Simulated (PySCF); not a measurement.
In(H)(OH)(OEt) (C2H7InO2), SMILES CC[O][InH][OH]. Geometry: r2SCAN-D4/def2-SVP. The structure was generated by enumeration; whether it is a known compound was not checked. The def2 effective core potentials stand for the cores of In; spin–orbit coupling is left out. One conformer was computed; it need not be the lowest.

Computed equilibrium geometry at r2SCAN-D4/def2-SVP (PySCF confirms it by a frequency run) as Cartesian coordinates in Å (one conformer of several):
```xyz
12

In    -0.0065    -0.2688     0.7913
H     -0.2143    -1.3336     2.1042
O      1.2496     1.2887     0.6108
H      1.7819     1.4303     1.4061
O     -1.0990    -0.4315    -0.8734
C     -0.8955     0.3852    -2.0051
C      0.5101     0.2744    -2.5741
H     -1.6322     0.0657    -2.7683
H     -1.1163     1.4505    -1.7829
H      0.7430    -0.7755    -2.8170
H      0.6172     0.8719    -3.4947
H      1.2492     0.6468    -1.8438
```
Charge 0, spin multiplicity 1.
